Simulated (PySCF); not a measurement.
Correlation energy of Hf⁺ (hafnium, charge +1)

[Xe] 4f14 5d1 6s1 7s1, high-spin 4D determinant (an excited configuration). All numbers are calculated (PySCF 2.14, a scalar-relativistic core potential, in aug-cc-pwCVDZ-PP with ECP60MDF). Frozen: 5s2 5p6; 3 electrons correlated.

```tsv
level	correlation energy (mhartree)
CCSD	-12.90
(T)	-0.23
CCSD(T)	-13.13
```

Diagnostics: T1 = 0.016, D1 = 0.0383, largest double amplitude 0.060.

Question: Is a single reference adequate?

Answer: Yes, within this model without spin-orbit coupling: T1 lies below 0.03 and no double amplitude reaches 0.07.
